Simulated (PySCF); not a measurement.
The free ion Mo+ in its d5 configuration. Only this configuration is treated; at so low a charge one with s electrons may lie lower or mix in.

Method (PySCF 2.14, density fitting): CASSCF(5,5) with orbitals averaged over all microstates of the shell, strongly contracted NEVPT2 on the averaged canonical orbitals; basis x2c-TZVPall; spin-free X2C; gas phase; spin-orbit coupling by state interaction with the mean-field operator over all roots.

CASSCF energies above the lowest CASSCF root:

```json
{"state": "6S", "CASSCF / cm⁻¹": "0"}
{"state": "4G", "CASSCF / cm⁻¹": "20382"}
{"state": "4P", "CASSCF / cm⁻¹": "23702"}
{"state": "4D", "CASSCF / cm⁻¹": "25215"}
{"state": "2I", "CASSCF / cm⁻¹": "29159"}
{"state": "2D", "CASSCF / cm⁻¹": "33213"}
{"state": "2F", "CASSCF / cm⁻¹": "33860"}
{"state": "4F", "CASSCF / cm⁻¹": "34058"}
{"state": "2H", "CASSCF / cm⁻¹": "35931"}
{"state": "2G", "CASSCF / cm⁻¹": "36754"}
{"state": "2F", "CASSCF / cm⁻¹": "39516"}
{"state": "2S", "CASSCF / cm⁻¹": "43658"}
{"state": "2D", "CASSCF / cm⁻¹": "48359"}
{"state": "2G", "CASSCF / cm⁻¹": "53192"}
{"state": "2P", "CASSCF / cm⁻¹": "64929"}
{"state": "2D", "CASSCF / cm⁻¹": "70276"}
```

Task: How does dynamic correlation (SC-NEVPT2) move these states?

Result: 
```tsv
state	NEVPT2 / cm⁻¹	shift / cm⁻¹
6S	0	0
4G	18238	-2144
4P	20517	-3186
4D	21676	-3539
2I	26662	-2498
2D	28602	-4610
2F	29582	-4278
4F	29826	-4232
2H	32160	-3772
2G	32118	-4636
2F	34058	-5458
2S	37136	-6522
2D	41695	-6664
2G	46345	-6846
2P	55364	-9564
2D	60564	-9713
```

In the ligand-field fit B goes from 690 to 570 cm⁻¹, C goes from 2696 to 2434 cm⁻¹.
